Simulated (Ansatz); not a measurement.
B7H13. Total charge 0; singlet. Geometry B3LYP-D4/def2-SVP.

```
atom    x (Å)    y (Å)    z (Å)
  B1  -0.3394  -1.0661  -1.7940
  B2  -1.2887  -0.2202  -0.3842
  B3  -0.4492   1.2606   0.1448
  B4  -0.5011  -0.1208   1.2639
  B5   0.8814   0.8480   1.3447
  B6   1.3164  -0.7783   1.4938
  B7  -0.3424   0.6414  -1.5502
  H8   1.9451  -0.9268   2.5092
  H9  -0.8166  -1.2911  -2.8742
 H10  -0.7736   1.3594  -2.4041
 H11  -0.9842   2.3239   0.2642
 H12   1.1961   1.6706   2.1532
 H13  -2.4818  -0.3200  -0.3846
 H14  -1.2813  -0.0847   2.1735
 H15   1.2827  -1.7014   0.7256
 H16   0.2632  -1.9472  -1.2418
 H17   0.6413  -0.1123  -1.9956
 H18   1.9224   0.2580   0.7974
 H19  -0.7472  -1.1221   0.4270
 H20   0.5569   1.3292  -0.6687
```

LC-ωPBE has ω = 0.4 bohr⁻¹. Another isomer (singlet) lies 0.75 eV lower at PBE0-D4/def2-TZVP; other spin states weren't run for this one.

Q: Estimate the orbital energies around the gap (eV) in Ansatz with PBE-D4/def2-SVP, PBE0-D4/def2-SVP, PBE0-D4/def2-TZVP, BHLYP-D4/def2-TZVP, LC-ωPBE/def2-TZVP.

A: 
| orbital | PBE-D4/def2-SVP | PBE0-D4/def2-SVP | PBE0-D4/def2-TZVP | BHLYP-D4/def2-TZVP | LC-ωPBE/def2-TZVP |
| --- | --- | --- | --- | --- | --- |
| HOMO−9 | -10.26 | -11.88 | -11.98 | -13.45 | -15.08 |
| HOMO−8 | -10.08 | -11.54 | -11.57 | -12.88 | -14.48 |
| HOMO−7 | -9.49 | -11.02 | -11.06 | -12.47 | -14.07 |
| HOMO−6 | -9.13 | -10.51 | -10.57 | -11.90 | -13.45 |
| HOMO−5 | -8.90 | -10.36 | -10.41 | -11.72 | -13.25 |
| HOMO−4 | -8.52 | -9.91 | -9.96 | -11.26 | -12.76 |
| HOMO−3 | -8.33 | -9.74 | -9.78 | -11.09 | -12.61 |
| HOMO−2 | -8.00 | -9.37 | -9.40 | -10.71 | -12.20 |
| HOMO−1 | -7.93 | -9.23 | -9.25 | -10.39 | -11.97 |
| HOMO | -6.93 | -8.00 | -8.01 | -8.90 | -10.49 |
| LUMO | -3.62 | -2.80 | -2.82 | -1.74 | -0.72 |
| LUMO+1 | -1.40 | -0.45 | -0.52 | 0.54 | 1.67 |
| LUMO+2 | -0.34 | 0.57 | 0.28 | 1.05 | 2.25 |
| LUMO+3 | 0.54 | 1.42 | 0.86 | 1.49 | 2.75 |
| LUMO+4 | 0.76 | 1.80 | 1.19 | 2.00 | 3.21 |
| LUMO+5 | 1.42 | 2.35 | 1.35 | 2.10 | 3.29 |
